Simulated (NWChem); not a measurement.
A series in which one site is exchanged, each optimised at PBE0/def2-SVP with NWChem, gas phase unless a solvent is named. Low-valent species are run as closed-shell singlets; no triplet was tried in these runs. For some, no frequency run checked for a minimum. def2 effective core potentials on Sn, I, Pb; no spin-orbit coupling.

A: [SnH][I] (SnHI; site = Sn)
B: [SiH]I (SiHI; site = Si)
C: [PbH][I] (PbHI; site = Pb)
D: [GeH][I] (GeHI; site = Ge)

```csv
quantity,A,B,C,D
"dipole (D), PBE0/def2-SVP",2.54,0.94,?,1.49
"static polarisability, PBE0/def2-SVPD (bohr³)",84.7,70.0,?,73.1
"lowest singlet excitation, PBE0/def2-SVPD, TDA (eV)",2.43,2.40,?,2.43
```

**Question.** What belongs in the gaps?

**Answer.** 
- dipole (D), PBE0/def2-SVP, C: 3.58
- static polarisability, PBE0/def2-SVPD (bohr³), C: 87.3
- lowest singlet excitation, PBE0/def2-SVPD, TDA (eV), C: 2.45
